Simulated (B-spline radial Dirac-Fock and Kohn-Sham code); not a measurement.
## Dipole and non-dipole photoemission parameters of Si 2p1/2

System: the free silicon atom, configuration [Ne] 3s2 3p2; threshold 99.80 eV (tabulated edge). These are calculated numbers from a B-spline atomic structure program; the model is Dirac-Hartree-Slater photoionisation with a Latter tail; cross sections with all multipoles, angular parameters from the dipole term and its interference with E2.

Input file task.json (cfg lists n, l and occupation; rrms is the nuclear radius in fm):

```json
{"items": [{
  "Z": 14,
  "q": 0,
  "cfg": [[1, 0, 2], [2, 0, 2], [2, 1, 6], [3, 0, 2], [3, 1, 2]],
  "A": 28,
  "rrms": 3.1224,
  "do": "xps",
  "hv": [55.6, 60, 143.0, 150, 189.0, 200, 240.0, 300, 317.0, 665.0, 674.0, 909.0, 1000, 1250.0, 1600.0, 2000, 3110.0, 3270.0, 3550.0, 5170.0, 5510.0, 7170.0, 7260.0, 8047.8, 9050.0, 11700.0, 13100.0, 14100.0, 15000],
  "edges": {"K": 1839.0, "L1": 149.7, "L2": 99.8, "L3": 99.2}
}]}
```

Command: `python xray2_run.py task.json out`

For linearly polarised light dσ/dΩ = σ/(4π) [1 + β P₂(cos θ) + (δ + γ cos²θ) sin θ cos φ], with θ from the polarisation vector and φ the angle between the beam and the projection of the electron momentum on the plane normal to the polarisation.

```tsv
hν (eV)	σ (kb)	β	γ	δ
143	1440	1.082	-0.013	0.010
150	1370	1.151	-0.007	0.011
189	944	1.359	0.027	0.012
200	849	1.389	0.037	0.012
240	581	1.453	0.071	0.013
300	348	1.484	0.122	0.015
317	305	1.486	0.135	0.015
665	43.0	1.357	0.337	0.027
674	41.4	1.353	0.341	0.027
909	17.2	1.245	0.429	0.037
1000	12.9	1.206	0.457	0.041
1250	6.47	1.108	0.522	0.051
1600	2.93	0.994	0.591	0.067
2000	1.41	0.888	0.651	0.084
3110	0.312	0.684	0.757	0.128
3270	0.262	0.662	0.768	0.134
3550	0.196	0.628	0.787	0.145
5170	0.0511	0.483	0.874	0.198
5510	0.0405	0.461	0.889	0.208
7170	0.0153	0.378	0.960	0.254
7260	0.0146	0.374	0.964	0.256
8047.8	?	?	?	?
9050	0.00640	0.313	1.029	0.300
11700	0.00240	0.249	1.110	0.357
13100	0.00155	0.222	1.147	0.384
14100	0.00117	0.206	1.172	0.403
15000	0.000918	0.193	1.193	0.419
```

**Question.** Give the values at Cu Kα (8047.8 eV).

**Answer.** σ = 0.00996 kb, β = 0.345, γ = 0.994, δ = 0.276.
